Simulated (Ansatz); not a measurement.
`C[O][GeH]([F])[O]C`, relaxed with RKS PBE0-D4/def2-TZVP in the Gaussian-basis code of Ansatz from a GFN2-xTB geometry. The force threshold is 0.005 eV/Å; the program also tests the step.

Total charge 0; spin multiplicity 1.

Start:

```xyz
13

C    -1.080   -1.010    1.871
O    -0.541   -0.033    0.992
Ge    1.045    0.014    0.287
F     1.339   -1.648   -0.225
O     1.043    1.075   -1.054
C     0.092    1.204   -2.104
H    -0.703   -0.868    2.886
H    -2.161   -0.871    1.863
H    -0.840   -2.021    1.538
H     2.234    0.406    1.086
H     0.145    0.349   -2.780
H    -0.923    1.289   -1.712
H     0.351    2.114   -2.647
```

Question: How much energy does the relaxation release, and in how many steps? (Estimate.)

Answer: Computed: 2.50 kcal/mol, in 10 steps.

Question: Which bonds change most? (An estimate is asked.)

Answer: Ansatz gave: Ge3–H10 from 1.485 to 1.524 Å; Ge3–O5 from 1.710 to 1.742 Å; Ge3–F4 from 1.764 to 1.738 Å; O2–Ge3 from 1.736 to 1.754 Å.

Question: Give the relaxed structure. (Estimate.)

Answer: Ansatz gave: 
```xyz
13

C    -1.047   -0.971    1.799
O    -0.611    0.052    0.924
Ge    1.024    0.048    0.290
F     1.282   -1.556   -0.327
O     1.079    1.191   -1.023
C     0.108    1.147   -2.055
H    -0.493   -0.962    2.745
H    -2.100   -0.789    2.020
H    -0.950   -1.962    1.345
H     2.130    0.355    1.293
H     0.201    0.233   -2.651
H    -0.908    1.208   -1.655
H     0.284    2.006   -2.704
```
